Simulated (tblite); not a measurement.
C₄H₁₁BrO₂Si.
SMILES with atom numbers: `[CH3:1][O:2][CH2:3][C@@H:4]([O:5][CH3:6])[SiH2:7][Br:8]` (hydrogens: H9, H10, H11 on C1; H12, H13 on C3; H14 on C4; H15, H16, H17 on C6; H18, H19 on Si7)

Computed with GFN2-xTB (tblite), gas phase: L-BFGS steps from a force-field or distance-geometry start until the largest atomic force falls under 0.01 eV/Å.

Step 26: E = -766.0637 eV
```
atom  x, y, z in Å  |  force x, y, z in eV/Å
C1      2.7566   -0.0561   -0.8976   -0.004  -0.026   0.026
O2      1.5656    0.1290   -0.1714    0.061   0.132   0.008
C3      0.3885    0.0567   -0.9370    0.092  -0.073   0.071
C4     -0.7748    0.2841    0.0064   -0.041   0.041   0.079
O5     -0.9906   -0.8122    0.8883    0.036  -0.045  -0.023
C6     -1.9861   -1.7250    0.5025    0.034   0.022   0.008
Si7    -0.4237    1.6448    1.2831    0.070   0.094   0.027
Br8    -2.4504    2.4947    1.6262    0.078   0.025   0.062
H9      3.0006    0.8075   -1.5340   -0.133  -0.020   0.088
H10     2.7013   -0.9462   -1.5375   -0.010   0.008   0.089
H11     3.5384   -0.1899   -0.1505    0.024   0.014  -0.081
H12     0.3857    0.8306   -1.7220   -0.011  -0.065  -0.002
H13     0.3026   -0.9333   -1.4038    0.054  -0.062  -0.160
H14    -1.6722    0.4593   -0.5951   -0.113   0.077  -0.011
H15    -2.9773   -1.2577    0.5814    0.019  -0.096  -0.091
H16    -1.8300   -2.0987   -0.5168   -0.024   0.051   0.040
H17    -1.9161   -2.5565    1.2021   -0.056  -0.005   0.002
H18     0.0069    1.1003    2.5567   -0.021  -0.038  -0.078
H19     0.3654    2.7777    0.8116   -0.056  -0.032  -0.056
```

Step 27: E = -766.0691 eV
```
atom  x, y, z in Å  |  force x, y, z in eV/Å
C1      2.7490   -0.0517   -0.8907    0.007  -0.039   0.029
O2      1.5585    0.1401   -0.1693   -0.002   0.138  -0.047
C3      0.3878    0.0539   -0.9433   -0.001  -0.068   0.112
C4     -0.7767    0.2874   -0.0025   -0.068   0.058   0.114
O5     -0.9917   -0.8058    0.8844    0.049  -0.028  -0.015
C6     -1.9812   -1.7252    0.4998    0.035   0.056   0.002
Si7    -0.4122    1.6421    1.2802   -0.041   0.081   0.002
Br8    -2.4382    2.4986    1.6439    0.128  -0.004   0.044
H9      2.9942    0.8058   -1.5311   -0.112   0.024   0.044
H10     2.6913   -0.9457   -1.5227    0.002  -0.022   0.060
H11     3.5275   -0.1816   -0.1429    0.093   0.003  -0.030
H12     0.3808    0.8176   -1.7401    0.022  -0.099   0.042
H13     0.3035   -0.9445   -1.3938    0.080  -0.033  -0.163
H14    -1.6767    0.4622   -0.6012   -0.087   0.085   0.003
H15    -2.9737   -1.2628    0.5724   -0.023  -0.065  -0.085
H16    -1.8198   -2.0956   -0.5193   -0.022  -0.001   0.046
H17    -1.9137   -2.5505    1.2064   -0.033  -0.028  -0.026
H18     0.0129    1.0842    2.5487    0.001  -0.039  -0.067
H19     0.3685    2.7808    0.8135   -0.028  -0.020  -0.064
```

Question: Estimate the geometry and energy of step 28. (The exact step hangs on the optimiser's Hessian estimate; all steps are aligned on step 27, rigid shifts and turns removed.)

Answer: E = -766.0744 eV, largest force 0.154 eV/Å
```
atom  x, y, z in Å  |  force x, y, z in eV/Å
C1      2.7422   -0.0480   -0.8837    0.012  -0.031   0.032
O2      1.5521    0.1532   -0.1678   -0.065   0.106  -0.068
C3      0.3870    0.0500   -0.9477   -0.095  -0.040   0.110
C4     -0.7796    0.2913   -0.0092   -0.069   0.044   0.099
O5     -0.9920   -0.8004    0.8809    0.037   0.000   0.003
C6     -1.9762   -1.7249    0.4977    0.019   0.063  -0.004
Si7    -0.4012    1.6412    1.2778   -0.125   0.037  -0.032
Br8    -2.4242    2.5021    1.6614    0.138  -0.014   0.034
H9      2.9861    0.8045   -1.5276   -0.073   0.061  -0.011
H10     2.6821   -0.9458   -1.5075    0.009  -0.053   0.028
H11     3.5192   -0.1739   -0.1365    0.143  -0.001   0.019
H12     0.3763    0.8034   -1.7561    0.043  -0.117   0.079
H13     0.3064   -0.9554   -1.3881    0.098   0.017  -0.118
H14    -1.6825    0.4669   -0.6065   -0.037   0.078   0.036
H15    -2.9709   -1.2693    0.5621   -0.058  -0.020  -0.067
H16    -1.8109   -2.0925   -0.5207   -0.006  -0.055   0.034
H17    -1.9124   -2.5455    1.2101   -0.006  -0.042  -0.051
H18     0.0182    1.0683    2.5401    0.026  -0.038  -0.050
H19     0.3704    2.7839    0.8136    0.009   0.004  -0.074
```

The energy changes by -0.0053 eV. The first-order estimate −F·Δx gives -0.0072 eV and the mean of the old and new forces, exact on a quadratic surface, -0.0053 eV. The step makes an angle of 74° with the force vector and moves no atom by more than 0.023 Å.

What follows is the cost of the whole relaxation. On an Intel Xeon at 2.50 GHz with one thread, no GPU (shared host), this took 2.8 s.
